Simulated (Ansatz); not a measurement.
`C[Se][AlH][F]` and `C[O][AlH][F]` differ in one element.

Ansatz, PBE0-D4/def2-TZVP geometries, multiplicity 1. Each molecule was computed in one conformer, which needn't be the lowest.

Scalar relativity is left out up to krypton.

```csv
property,`C[Se][AlH][F]`
LUMO energy (ωB97M-V/def2-TZVPP) / eV,0.66
HOMO energy (B3LYP/def2-TZVPP) / eV,-6.86
HOMO energy (PBE/def2-TZVPP) / eV,-6.00
LUMO energy (PBE0/def2-TZVPP) / eV,-0.94
size of the dipole moment (ωB97M-V/def2-TZVPP) / D,2.46
HOMO–LUMO gap (B3LYP/def2-TZVPP) / eV,5.72
```

Give the same properties after the change, and the shifts. (Best estimate.)

Ansatz gave: 
```csv
property,`C[O][AlH][F]`,shift
LUMO energy (ωB97M-V/def2-TZVPP) / eV,1.11,0.45
HOMO energy (B3LYP/def2-TZVPP) / eV,-8.23,-1.37
HOMO energy (PBE/def2-TZVPP) / eV,-6.94,-0.94
LUMO energy (PBE0/def2-TZVPP) / eV,-0.42,0.52
size of the dipole moment (ωB97M-V/def2-TZVPP) / D,1.12,-1.34
HOMO–LUMO gap (B3LYP/def2-TZVPP) / eV,7.56,1.84
```

With PBE0 the HOMO falls by 1.36 eV and the LUMO rises by 0.52 eV, so the gap widens by about 1.88 eV. PBE moves the HOMO by -0.94 eV and ωB97M-V by -1.68 eV. Dipoles are sizes alone; their direction can turn.

B3LYP here is the variant with VWN-RPA as its local correlation; programs differ in this.

Spin–orbit coupling is left out; it splits and shifts lone-pair levels of the heavy atoms by tenths of an eV.
